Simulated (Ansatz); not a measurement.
Ansatz (a program for electronic structure) input (B3LYP-D3(BJ)/def2-TZVP):

Ansatz 0.2 input:
```yaml
crystal:
  periodic: [false, false, false]
  atoms:
    - {symbol: Si, position_ang: [-0.08748500, -0.03782416, 0.66545051]}
    - {symbol: O, position_ang: [0.71926406, -1.27021747, 0.19335937]}
    - {symbol: H, position_ang: [1.15421171, -1.81175315, -0.48408989]}
    - {symbol: O, position_ang: [-0.76802233, 1.25750842, 0.16509215]}
    - {symbol: H, position_ang: [-1.02883987, 1.89826768, -0.51492113]}
basis:
  gaussian:
    orbitals: def2-TZVP
hamiltonian:
  xc: b3lyp
  dispersion: d3bj
total_charge: 1
magnetization: {spin_polarized: true, initial_magnetization: 1}
relax: {f_tol: 0.002, max_steps: 150}
```

Output:

```
Functional definition: B3LYP
integrals: 0.03 GiB planned
651 factors; their error is unknown
mean field: 0.38 GiB planned
mean field evaluation 1: about -11975.4766 eV, gradient 8.8e1 eV
mean field evaluation 2: about -11900.0068 eV, gradient 1.5e2 eV
mean field evaluation 4: about -11999.1572 eV, gradient 5.8e0 eV
mean field evaluation 8: about -11999.2879 eV, gradient 2.8e-2 eV
mean field evaluation 16: about -11999.3188 eV, gradient 3.4e-5 eV
mean field -11999.31875735 eV, -440.9668309023 hartree, gradient 3.4e-5 eV, S^2 0.752298; 0 other end points of the search recorded, 0 dependent functions left out
the calculation of the forces begins
reference -11999.31894938 eV, -440.9668379593 hartree; 16, 15 occupied and 95, 96 virtual orbitals, 651 factors
relax step   1: F+E_penalty+E_count = -11999.43627639 eV  Δ(F+E_penalty+E_count) = +0.000e0 eV  max|allowed force component| = 9.363e-1 eV/Å  Δτ_max = 0.0000 Å  (30 SCF iters, accepted)
these checks for a lower state are left out or cut short: starts, cluster_reference, orbital_swaps, neighbouring_geometries, increment
integrals: 0.03 GiB planned
651 factors; their error is unknown
mean field: 0.38 GiB planned
mean field -11999.34836626 eV, -440.9679190096 hartree, gradient 5.3e-6 eV, S^2 0.752256; 0 other end points of the search recorded, 0 dependent functions left out
the calculation of the forces begins
reference -11999.34855791 eV, -440.9679260525 hartree; 16, 15 occupied and 95, 96 virtual orbitals, 651 factors
relax step   2: F+E_penalty+E_count = -11999.46612208 eV  Δ(F+E_penalty+E_count) = -2.985e-2 eV  max|allowed force component| = 7.158e-1 eV/Å  Δτ_max = 0.0309 Å  (32 SCF iters, accepted)
these checks for a lower state are left out or cut short: starts, cluster_reference, orbital_swaps, neighbouring_geometries, increment
integrals: 0.03 GiB planned
651 factors; their error is unknown
mean field: 0.38 GiB planned
mean field evaluation 32: about -11999.4041 eV, gradient 2.7e-5 eV
mean field -11999.40411140 eV, -440.9699676057 hartree, gradient 2.7e-5 eV, S^2 0.752085; 0 other end points of the search recorded, 0 dependent functions left out
the calculation of the forces begins
reference -11999.40430114 eV, -440.9699745784 hartree; 16, 15 occupied and 95, 96 virtual orbitals, 651 factors
relax step   3: F+E_penalty+E_count = -11999.52360436 eV  Δ(F+E_penalty+E_count) = -5.748e-2 eV  max|allowed force component| = 7.155e-1 eV/Å  Δτ_max = 0.1956 Å  (36 SCF iters, accepted)
these checks for a lower state are left out or cut short: starts, cluster_reference, orbital_swaps, neighbouring_geometries, increment
integrals: 0.03 GiB planned
651 factors; their error is unknown
mean field: 0.38 GiB planned
mean field -11999.42762327 eV, -440.9708316509 hartree, gradient 6.9e-6 eV, S^2 0.752042; 0 other end points of the search recorded, 0 dependent functions left out
the calculation of the forces begins
reference -11999.42781285 eV, -440.9708386180 hartree; 16, 15 occupied and 95, 96 virtual orbitals, 651 factors
relax step   4: F+E_penalty+E_count = -11999.54750897 eV  Δ(F+E_penalty+E_count) = -2.390e-2 eV  max|allowed force component| = 4.206e-1 eV/Å  Δτ_max = 0.0342 Å  (33 SCF iters, accepted)
these checks for a lower state are left out or cut short: starts, cluster_reference, orbital_swaps, neighbouring_geometries, increment
integrals: 0.03 GiB planned
651 factors; their error is unknown
mean field: 0.38 GiB planned
mean field -11999.44048856 eV, -440.9713044416 hartree, gradient 9.3e-6 eV, S^2 0.752016; 0 other end points of the search recorded, 0 dependent functions left out
the calculation of the forces begins
reference -11999.44067847 eV, -440.9713114209 hartree; 16, 15 occupied and 95, 96 virtual orbitals, 651 factors
relax step   5: F+E_penalty+E_count = -11999.56049057 eV  Δ(F+E_penalty+E_count) = -1.298e-2 eV  max|allowed force component| = 2.612e-1 eV/Å  Δτ_max = 0.0297 Å  (32 SCF iters, accepted)
these checks for a lower state are left out or cut short: starts, cluster_reference, orbital_swaps, neighbouring_geometries, increment
integrals: 0.03 GiB planned
651 factors; their error is unknown
mean field: 0.38 GiB planned
mean field -11999.38416057 eV, -440.9692344264 hartree, gradient 6.8e-6 eV, S^2 0.751949; 0 other end points of the search recorded, 0 dependent functions left out
the calculation of the forces begins
reference -11999.38435192 eV, -440.9692414581 hartree; 16, 15 occupied and 95, 96 virtual orbitals, 651 factors
relax step   6: F+E_penalty+E_count = -11999.50558644 eV  Δ(F+E_penalty+E_count) = +5.490e-2 eV  max|allowed force component| = 1.613e0 eV/Å  Δτ_max = 0.1970 Å  (38 SCF iters, rejected (line search))
these checks for a lower state are left out or cut short: starts, cluster_reference, orbital_swaps, neighbouring_geometries, increment
integrals: 0.03 GiB planned
651 factors; their error is unknown
mean field: 0.38 GiB planned
mean field -11999.44858060 eV, -440.9716018186 hartree, gradient 1.1e-5 eV, S^2 0.751983; 0 other end points of the search recorded, 0 dependent functions left out
the calculation of the forces begins
reference -11999.44877044 eV, -440.9716087953 hartree; 16, 15 occupied and 95, 96 virtual orbitals, 651 factors
relax step   7: F+E_penalty+E_count = -11999.56901471 eV  Δ(F+E_penalty+E_count) = -8.524e-3 eV  max|allowed force component| = 8.808e-2 eV/Å  Δτ_max = 0.0561 Å  (31 SCF iters, accepted)
these checks for a lower state are left out or cut short: starts, cluster_reference, orbital_swaps, neighbouring_geometries, increment
integrals: 0.03 GiB planned
651 factors; their error is unknown
mean field: 0.38 GiB planned
mean field evaluation 64: about -11999.4513 eV, gradient 1.6e-1 eV
mean field -11999.45131433 eV, -440.9717022814 hartree, gradient 8.7e-6 eV, S^2 0.751958; 0 other end points of the search recorded, 0 dependent functions left out
the calculation of the forces begins
reference -11999.45150419 eV, -440.9717092585 hartree; 16, 15 occupied and 95, 96 virtual orbitals, 651 factors
relax step   8: F+E_penalty+E_count = -11999.57214081 eV  Δ(F+E_penalty+E_count) = -3.126e-3 eV  max|allowed force component| = 9.472e-3 eV/Å  Δτ_max = 0.0467 Å  (33 SCF iters, accepted)
these checks for a lower state are left out or cut short: starts, cluster_reference, orbital_swaps, neighbouring_geometries, increment
integrals: 0.03 GiB planned
651 factors; their error is unknown
mean field: 0.38 GiB planned
mean field -11999.45128077 eV, -440.9717010479 hartree, gradient 7.1e-6 eV, S^2 0.751945; 0 other end points of the search recorded, 0 dependent functions left out
the calculation of the forces begins
reference -11999.45147061 eV, -440.9717080247 hartree; 16, 15 occupied and 95, 96 virtual orbitals, 651 factors
relax step   9: F+E_penalty+E_count = -11999.57228941 eV  Δ(F+E_penalty+E_count) = -1.486e-4 eV  max|allowed force component| = 2.233e-2 eV/Å  Δτ_max = 0.0170 Å  (33 SCF iters, accepted)
these checks for a lower state are left out or cut short: starts, cluster_reference, orbital_swaps, neighbouring_geometries, increment
integrals: 0.03 GiB planned
651 factors; their error is unknown
mean field: 0.38 GiB planned
mean field -11999.45132061 eV, -440.9717025123 hartree, gradient 5.1e-6 eV, S^2 0.751948; 0 other end points of the search recorded, 0 dependent functions left out
the calculation of the forces begins
reference -11999.45151047 eV, -440.9717094895 hartree; 16, 15 occupied and 95, 96 virtual orbitals, 651 factors
relax step  10: F+E_penalty+E_count = -11999.57230442 eV  Δ(F+E_penalty+E_count) = -1.501e-5 eV  max|allowed force component| = 1.605e-3 eV/Å  Δτ_max = 0.0016 Å  (25 SCF iters, accepted)
integrals: 0.03 GiB planned
651 factors; their error is unknown
mean field: 0.38 GiB planned
mean field evaluation 96: about -11999.4513 eV, gradient 2.6e-3 eV
mean field -11999.45132061 eV, -440.9717025123 hartree, gradient 5.6e-6 eV, S^2 0.751948; 1 other end points of the search recorded, 0 dependent functions left out
the calculation of the forces begins
reference -11999.45151047 eV, -440.9717094895 hartree; 16, 15 occupied and 95, 96 virtual orbitals, 651 factors
Total energy: -11999.57249428 eV, -440.9761555625 hartree
Atom 0 at    -0.115657    -0.051907     0.876313 Å, force     0.000186     0.000092    -0.001605 eV/Å
Atom 1 at     0.690749    -1.235715     0.242709 Å, force    -0.000679     0.000852     0.000991 eV/Å
Atom 2 at     0.989699    -1.486757    -0.643960 Å, force     0.000018     0.000065    -0.000234 eV/Å
Atom 3 at    -0.754181     1.219270     0.220950 Å, force     0.000386    -0.000853     0.001062 eV/Å
Atom 4 at    -0.821482     1.591090    -0.671122 Å, force     0.000088    -0.000156    -0.000214 eV/Å
Dipole moment:     0.045076     0.023554    -0.346185 e Å
```
